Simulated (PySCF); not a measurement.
**Electronic structure of N²⁺ (nitrogen, charge +2) at the UHF level**

Configuration: [He] 2s1 2p1 3s1, high-spin 4P determinant (an excited configuration). Calculation: PySCF 2.14, in aug-cc-pVDZ-DK (4s3p2d, 23 functions); the spin-free X2C one-electron Hamiltonian (Gaussian nucleus).

- Total energy: -51.580622 hartree
- One-electron energy: -62.2428 hartree
- Hartree (Coulomb) energy: 16.1495 hartree
- Exchange energy: -5.4874 hartree
- ⟨S²⟩: 3.7500
- ⟨L²⟩: 2.019
- Sum of ⟨r⟩: 6.066 bohr
- Sum of ⟨r²⟩: 16.50 bohr²
- Traceless quadrupole moment −½Σ⟨3z² − r²⟩ along its main axis: -0.281 e·bohr²
- Langevin diamagnetic susceptibility: -13.1 ×10⁻⁶ cm³/mol

```tsv
shell	electrons	mean orbital energy (hartree)	rms radius, mean of both spins (bohr)
1s α	1	-17.77521	0.264
1s β	1	-17.63541	0.264
2s α	1	-2.59418	1.20
2p α	1	-2.20111	1.15
3s α	1	-0.71257	3.69
```

The outer electron is Rydberg-like, and this basis confines it to a smaller radius and binds it less than a complete one would.

Spin-orbit constants ζ (cm⁻¹) from the X2C one-electron operator on these orbitals: bare nucleus, nucleus screened by l(l+1)(2l+1)/3 electrons, and screened by the Breit-Pauli mean field of the electrons.

```json
{"shell": "2p", "bare": "197.5", "screened nucleus": "141.1", "mean field": "119.4"}
```

To first order the Landé constant is A = 39.79 cm⁻¹, so the lowest level has J = 1/2 and lies 0.0123 eV below the centre of the term. This holds in LS coupling only.
